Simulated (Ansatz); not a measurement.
(1) Predict a relaxed structure of the cluster RuF₃, charge 0, doublet, at PBE0-D4/def2-TZVP (Ansatz).

Answers

(1) 
Cartesian coordinates in Å:
```
Ru 0.0006 -0.0011 -0.0005
F -0.2641 1.2880 -1.2515
F -0.3069 -1.7433 -0.4097
F 0.5703 0.4564 1.6617
```
Point group D3h (tolerance 0.1 Å). The metal has 3 neighbours: F 1.82 Å, F 1.82 Å, F 1.82 Å. This is one stationary point.

In the def2 sets Ru takes a core potential; there is no spin–orbit coupling. At PBE0-D4/def2-TZVP a quartet of charge 0 lies 0.56 eV below the doublet, each at its own geometry. The structure comes from a short search, and lower isomers may exist.
